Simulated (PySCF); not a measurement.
Computed IR spectrum (relative IR intensity) of a molecule C₂H₅ClOSi. Geometry: B3LYP-D3(BJ)/def2-SVP. One conformer was computed; it need not be the lowest. These are B3LYP-D3(BJ)/def2-SVP (PySCF) values and carry that method's errors. Frequencies are harmonic and unscaled.

Lines under 2 % of the strongest are left out, and lines within 2 cm⁻¹ are merged.

| ν (cm⁻¹) | relative intensity |
|---|---|
| 462 | 3.2 |
| 539 | 20 |
| 639 | 14 |
| 716 | 2.6 |
| 731 | 2.3 |
| 764 | 4.3 |
| 876 | 13 |
| 911 | 100 |
| 965 | 39 |
| 985 | 5.0 |
| 1045 | 29 |
| 1219 | 88 |
| 1338 | 8.7 |
| 1408 | 4.0 |
| 1723 | 49 |
| 2258 | 29 |
| 2300 | 26 |
| 3144 | 3.2 |

Task: Which molecule gave these data?
(A) C=C[Si@H](O)Cl
(B) CC(=O)[SiH2]Cl
(C) C=CO[SiH2]Cl
(D) C[Si@H](Cl)C=O

Result: C, C=CO[SiH2]Cl
